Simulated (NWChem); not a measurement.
System meant: GeNH2F, singlet; SMILES [NH2][Ge][F]

The following NWChem deck was run.

```
start job
memory heap 200 mb stack 900 mb global 1100 mb
geometry units angstroms noautoz
  Ge    -0.439949    -0.017243     0.000000
  F      0.620352     1.396765     0.000000
  N      0.923441    -1.209592     0.000000
  H      1.898914    -0.922325     0.000000
  H      0.804145    -2.216941     0.000000
end
basis spherical
  * library def2-svp
end
dft
  xc b3lyp
  iterations 4
  mulliken
end
task dft energy
```

End of the output:

```
    Atom       Charge   Shell Charges
 -----------   ------   -------------------------------------------------------
    1 Ge  32    31.71   2.00  2.00  1.96  1.04  0.65  5.99  5.80  1.10  0.78  7.81  2.05  0.52
    2 F    9     9.27   1.98  1.03  0.79  3.23  2.25  0.00
    3 N    7     7.15   1.97  0.72  0.44  2.22  1.79  0.02
    4 H    1     0.93   0.59  0.22  0.12
    5 H    1     0.94   0.59  0.22  0.12

 center of mass
 --------------
 x =  -0.10764358 y =   0.08225001 z =   0.00000000

 moments of inertia (a.u.)
 ------------------
         226.004768894127           0.000000000000           0.000000000000
           0.000000000000         133.781198750433           0.000000000000
           0.000000000000           0.000000000000         359.785967644560

     Multipole analysis of the density
     ---------------------------------

     L   x y z        total         alpha         beta         nuclear
     -   - - -        -----         -----         ----         -------
     0   0 0 0     -0.000000    -25.000000    -25.000000     50.000000

     1   1 0 0      0.005762      0.002881      0.002881      0.000000
     1   0 1 0     -1.063837     -0.531919     -0.531919      0.000000
     1   0 0 1      0.000000      0.000000      0.000000      0.000000

     2   2 0 0    -20.442132    -44.948541    -44.948541     69.454951
     2   1 1 0     -1.992185      3.022528      3.022528     -8.037241
     2   1 0 1      0.000000      0.000000      0.000000      0.000000
     2   0 2 0    -20.080833    -70.735297    -70.735297    121.389762
     2   0 1 1      0.000000      0.000000      0.000000      0.000000
     2   0 0 2    -20.379771    -10.189886    -10.189886      0.000000

 ------------------------------------------------------------------------
 dft energy failed                                                                                  0
 ------------------------------------------------------------------------
 ------------------------------------------------------------------------
  current input line :
    18: task dft energy
 ------------------------------------------------------------------------
 ------------------------------------------------------------------------
 This type of error is most commonly associated with calculations not reaching convergence criteria
 ------------------------------------------------------------------------
 For more information see the NWChem manual at https://nwchemgit.github.io

0:dft energy failed:Received an Error in Communication
```

**Question.** What is wrong, and how is it mended?

**Answer.** The run did not converge; its last values are not results. Cause: the SCF was allowed too few iterations. This input runs:
```
start job
memory heap 200 mb stack 900 mb global 1100 mb
geometry units angstroms noautoz
  Ge    -0.439949    -0.017243     0.000000
  F      0.620352     1.396765     0.000000
  N      0.923441    -1.209592     0.000000
  H      1.898914    -0.922325     0.000000
  H      0.804145    -2.216941     0.000000
end
basis spherical
  Ge library def2-svp
  F library def2-svp
  N library def2-svp
  H library def2-svp
end
dft
  xc b3lyp
  iterations 150
  mulliken
end
task dft energy
```
It converges to -2232.51853 Ha (B3LYP/def2-SVP).
